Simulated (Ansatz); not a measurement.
The cluster Al4F2⁻: single points at one geometry.

```yaml
crystal:
  periodic: [false, false, false]
  atoms:
    - {symbol: Al, position_ang: [0.365430, 1.865859, 0.310140]}
    - {symbol: Al, position_ang: [-1.633259, 0.274497, 0.273225]}
    - {symbol: Al, position_ang: [-0.364606, -1.867350, -0.302206]}
    - {symbol: Al, position_ang: [1.633036, -0.274090, -0.275359]}
    - {symbol: F, position_ang: [-3.326296, 0.559290, 0.555551]}
    - {symbol: F, position_ang: [3.325695, -0.558216, -0.561352]}
basis:
  gaussian: {orbitals: def2-TZVPD, initial_orbitals: start.molden}
total_charge: -1
magnetization: {spin_polarized: true, initial_magnetization: 1}
hamiltonian: {xc: {name: wB97M-V}}
scf: {omitted_lower_state_checks: [starts]}
output: {orbitals: {seedname: orbitals}}
```

The file start.molden holds the orbitals of an earlier run on this structure, at another level or in another basis.

```sh
$ ansatz run in.yaml --threads 4 --pin off --events-out ev --progress --plain --max-ram 4787MiB
```

It prints (some lines left out):

```
Functional definition: wB97M-V
1486 factors; their error is unknown
428 factors; integrals over basis functions are off by at most 2.3e-5 eV
mean field evaluation 1: about -31825.9622 eV, gradient 1.0e1 eV
mean field evaluation 2: about -31826.1388 eV, gradient 3.1e-1 eV
mean field evaluation 4: about -31826.1812 eV, gradient 4.3e-2 eV
mean field evaluation 8: about -31826.1813 eV, gradient 2.5e-5 eV
mean field -31826.18125531 eV, -1169.5905885720 hartree, gradient 8.8e-6 eV, S^2 0.756809; 0 other end points of the search recorded, 0 dependent functions left out
reference -31826.18132585 eV, -1169.5905911646 hartree; 36, 35 occupied and 216, 217 virtual orbitals, 1486 factors
Total energy: -31826.18132585 eV, -1169.5905911646 hartree
Checks for a lower state left out: starts
```

Hardware: 4 threads of Arm Neoverse N1 on a shared host. Wall time 2.7 min, peak host memory 1.5 GiB.

As the first input, with `hamiltonian: {xc: r2scan, dispersion: d4}` (abridged; 56 s):

```
Functional definition: r2SCAN
mean field -31824.55468812 eV, -1169.5308133307 hartree, gradient 4.4e-6 eV, S^2 0.764154
Total energy: -31824.60151671 eV, -1169.5325342494 hartree
Checks for a lower state left out: starts
```

First input, but with `correlation: {method: mp2}` and without the key `hamiltonian` (abridged; 19 s):

```
Functional definition: HF
mean field -31750.40997157 eV, -1166.8060452543 hartree, gradient 2.1e-6 eV, S^2 2.049742
22 core orbitals not correlated: weight in the atoms' cores, before any rotation towards them, 1.000 or more for the frozen orbitals, at most 0.000 for the correlated occupied ones
second order -21.08848363 eV of doubles, -0.00000000 eV of singles
Total energy: -31771.49845520 eV, -1167.5810327336 hartree
Checks for a lower state left out: starts
```

As the first input, with `gaussian: {orbitals: def2-SVPD, initial_orbitals: start.molden}`, `correlation: {method: ccsd_t}`, `scf: {omitted_lower_state_checks: [starts, cluster_reference]}` and without the key `hamiltonian` (abridged; 81 s):

```
Functional definition: HF
mean field -31734.77917738 eV, -1166.2316241627 hartree, gradient 1.7e-6 eV, S^2 2.055233
22 core orbitals not correlated: weight in the atoms' cores, before any rotation towards them, 1.000 or more for the frozen orbitals, at most 0.000 for the correlated occupied ones
second order -17.01281133 eV of doubles, -0.00000000 eV of singles
cycle   1  -17.15979553 eV  change   -1.5e-1 eV  update   1.8e-1
cycle   2  -17.78860126 eV  change   -6.3e-1 eV  update   7.8e-2
cycle   3  -18.04551665 eV  change   -2.6e-1 eV  update   6.5e-2
cycle   4  -18.11973041 eV  change   -7.4e-2 eV  update   4.4e-2
cycle   5  -18.19659247 eV  change   -7.7e-2 eV  update   3.0e-2
cycle   6  -18.23798638 eV  change   -4.1e-2 eV  update   1.5e-2
cycle   7  -18.25229740 eV  change   -1.4e-2 eV  update   6.6e-3
cycle   8  -18.25676242 eV  change   -4.5e-3 eV  update   3.5e-3
cycle   9  -18.26046924 eV  change   -3.7e-3 eV  update   1.9e-3
cycle  10  -18.26029145 eV  change    1.8e-4 eV  update   1.1e-3
cycle  11  -18.26026062 eV  change    3.1e-5 eV  update   6.6e-4
cycle  12  -18.26073393 eV  change   -4.7e-4 eV  update   4.0e-4
cycle  13  -18.26081021 eV  change   -7.6e-5 eV  update   2.4e-4
cycle  14  -18.26090311 eV  change   -9.3e-5 eV  update   1.4e-4
cycle  15  -18.26096823 eV  change   -6.5e-5 eV  update   6.9e-5
cycle  16  -18.26095065 eV  change    1.8e-5 eV  update   4.1e-5
cycle  17  -18.26097053 eV  change   -2.0e-5 eV  update   2.7e-5
cycle  18  -18.26099285 eV  change   -2.2e-5 eV  update   1.5e-5
cycle  19  -18.26101101 eV  change   -1.8e-5 eV  update   8.5e-6
cycle  20  -18.26103001 eV  change   -1.9e-5 eV  update   5.0e-6
perturbative correction -0.93553507 eV, -0.0343802795 hartree
Total energy: -31753.97574245 eV, -1166.9370849173 hartree
Checks for a lower state left out: starts, cluster_reference
```

First input, but with `hamiltonian: {xc: lda}` (abridged; 5 s):

```
Functional definition: SPW92
mean field -31681.98099548 eV, -1164.2913267657 hartree, gradient 6.3e-6 eV, S^2 0.752464
Total energy: -31681.98104999 eV, -1164.2913287690 hartree
Checks for a lower state left out: starts
```

The first input with `hamiltonian: {xc: pbe0, dispersion: d4}` (abridged; 44 s):

```
Functional definition: PBE0
mean field -31812.09924115 eV, -1169.0730840969 hartree, gradient 3.6e-6 eV, S^2 0.764163
Total energy: -31812.29598209 eV, -1169.0803141931 hartree
Checks for a lower state left out: starts
```

The first input with `hamiltonian: {xc: pbe, dispersion: d4}`, `output: {forces: true, orbitals: {seedname: orbitals}}` (abridged; 12 s):

```
Functional definition: PBE
mean field -31810.27306093 eV, -1169.0059732116 hartree, gradient 5.8e-6 eV, S^2 0.756880
Total energy: -31810.49953154 eV, -1169.0142958532 hartree
Atom 0 force    -0.000986    -0.007059    -0.001255 eV/Å
Atom 1 force    -0.541589     0.091482     0.090381 eV/Å
Atom 2 force     0.002515     0.006981     0.000945 eV/Å
Atom 3 force     0.542043    -0.091593    -0.091279 eV/Å
Atom 4 force     0.563765    -0.094834    -0.094100 eV/Å
Atom 5 force    -0.565749     0.095023     0.095308 eV/Å
Dipole moment:    -0.000035    -0.000111     0.000732 e Å
Checks for a lower state left out: starts
```

Geometry: PBE-D4/def2-SVPD.

Correlated methods freeze 22 core orbitals. At MP2/def2-TZVPD, CCSD(T)/def2-SVPD the charge -1 doublet is spin-contaminated (final ⟨S²⟩ up to 2.06, 0.75 for a pure state). At CCSD(T)/def2-SVPD T1 of the charge -1 doublet is large (up to 0.075), so the single-reference result is doubtful. Another isomer (doublet) lies 0.23 eV lower at PBE0-D4/def2-TZVPD; other spin states weren't run for this one.
